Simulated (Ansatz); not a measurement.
Geometry optimisation, RKS PBE0-D4/def2-SVP in Ansatz.

Input:

```yaml
crystal:
  periodic: [false, false, false]
  atoms:
    - { symbol: "N", position_ang: [-0.64218, -0.02014, -0.72297] }
    - { symbol: C, position_ang: [0.46984, 0.11828, 0.19372] }
    - { symbol: Se, position_ang: [1.01089, -1.58532, 0.96445] }
    - { symbol: H, position_ang: [-1.12569, 0.87244, -0.80682] }
    - { symbol: H, position_ang: [-1.29521, -0.69048, -0.32596] }
    - { symbol: H, position_ang: [0.25124, 0.7831, 1.04594] }
    - { symbol: H, position_ang: [1.33112, 0.52212, -0.34836] }
total_charge: -1
basis:
  gaussian: { orbitals: def2-SVP }
hamiltonian:
  xc: pbe0
  dispersion: d4
relax:
  f_tol: 0.02
  max_steps: 50
```

Command:

```bash
$ ansatz run input.yaml --threads 1 --pin off --max-ram 2048MiB --backend cpu --events-out ev --progress --plain --runs-dir out
```

Question: Where does it end, and by what steps?

Answer: It converged. Limits of this set-up: an anion without diffuse functions, the dipole of an ion depends on the origin. After 14 steps the energy has fallen by 0.242 eV; H4 moved furthest, 1.10 Å.

```tsv
step	energy less start (eV)	largest force component (eV/Å)	accepted
0	0.0000	0.537	yes
1	-0.0259	0.329	yes
2	-0.0343	0.129	yes
3	-0.0363	0.222	yes
4	-0.0416	0.122	yes
5	-0.0510	0.148	yes
6	-0.0232	1.329	no
7	-0.0450	0.325	no
8	-0.0607	0.053	yes
9	-0.0761	0.288	yes
10	-0.0965	0.774	yes
11	-0.1737	0.843	yes
12	-0.2284	0.263	yes
13	-0.2410	0.056	yes
14	-0.2417	0.013	yes
```

```xyz
7
Properties=species:S:1:pos:R:3
N -0.710 0.317 -0.657
C 0.492 0.175 0.176
Se 0.542 -1.416 1.327
H -1.485 0.234 0.009
H -0.785 -0.583 -1.141
H 0.580 1.091 0.789
H 1.367 0.180 -0.502
```

Time of the run: 28 s on 1 thread of Intel(R) Xeon(R) 6975P-C (Granite Rapids) (shared host), peak memory 0.17 GiB.
